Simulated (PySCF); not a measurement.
The dipole of `C=C1C(C#N)=C1OC=O` from its density and from atomic charges.

Coordinates (GFN2-xTB, Å) and charges (e) from the PBE0/pcSseg-1 density (PySCF):

```tsv
atom	x	y	z	Mulliken	IAO	Hirshfeld	ESP-fitted
C1	-0.918	2.187	0.966	-0.1266	-0.4220	-0.1502	-0.7548
C2	-0.535	1.045	0.449	-0.0910	+0.0503	-0.0002	+0.1654
C3	-0.833	-0.247	-0.209	+0.0299	-0.0638	+0.0107	-0.2396
C4	-1.775	-1.104	-0.723	+0.0526	+0.1420	+0.0807	+0.5059
N5	-2.591	-1.796	-1.145	-0.2176	-0.1994	-0.1825	-0.4491
C6	0.440	0.070	0.075	+0.2780	+0.2420	+0.1133	+0.3717
O7	1.728	-0.261	0.046	-0.3969	-0.2690	-0.0579	-0.3535
C8	2.094	-1.452	-0.489	+0.4360	+0.4089	+0.2046	+0.6095
O9	1.360	-2.261	-0.952	-0.3350	-0.3750	-0.2005	-0.4485
H10	-1.955	2.467	0.995	+0.1283	+0.1681	+0.0510	+0.2811
H11	-0.203	2.879	1.375	+0.1243	+0.1668	+0.0490	+0.2556
H12	3.189	-1.527	-0.414	+0.1179	+0.1512	+0.0822	+0.0564
```

Q: What dipole does each set of charges give (1 e·Å = 4.803 D), and what does the density give?

A: The full density gives (4.18, 2.01, 1.40) D, 4.84 D in size; dipole vectors point from the negative to the positive end.

| scheme | μx | μy | μz | size (D) | share of the full size (%) | angle to the full dipole (°) |
| --- | --- | --- | --- | --- | --- | --- |
| Mulliken | 2.90 | 3.34 | 1.92 | 4.82 | 100 | 23 |
| IAO | 3.77 | 1.69 | 1.20 | 4.31 | 89 | 2 |
| Hirshfeld | 3.44 | 1.10 | 0.88 | 3.72 | 77 | 8 |
| ESP-fitted | 4.16 | 2.02 | 1.40 | 4.83 | 100 | 0 |

Q: Which set comes closest?

A: Length of the difference vector: ESP-fitted 0.02 D, IAO 0.55 D, Hirshfeld 1.28 D, Mulliken 1.91 D. Closest: ESP-fitted. The schemes that divide the density aren't constrained to reproduce the dipole.

Q: What is left for the Hirshfeld atoms' own dipoles?

A: The shares of the density sum to the whole, so what Σ q r misses lies in dipoles about the nuclei. The atomic dipoles sum to (4.18, 2.01, 1.40) − (3.44, 1.10, 0.88) = (0.74, 0.91, 0.52) D, 1.28 D in size.

Q: With the origin at the mean of the coordinates, (0.000, 0.000, -0.002) Å, which are the largest single terms, by size, of the Mulliken dipole along the direction of the full one?

A: N5 +3.46, O7 -2.66, C8 +2.22, H12 +1.13, H11 +0.85 D; all 12 atoms together +4.44 D. The single terms depend on the origin, their sum doesn't.

Q: Give the size of the full dipole in other units.

A: 4.84 D = 1.905 au = 1.008 e·Å = 16.15 × 10⁻³⁰ C·m.

One conformer (not necessarily the lowest) at the GFN2-xTB geometry, without solvent, vibrations or thermal averaging.

The values belong to the conformer `[CH2:1]=[C:2]1[C:3]([C:4]#[N:5])=[C:6]1[O:7][CH:8]=[O:9]`: C3–C6–O7–C8 0°, C6–O7–C8–O9 0°.
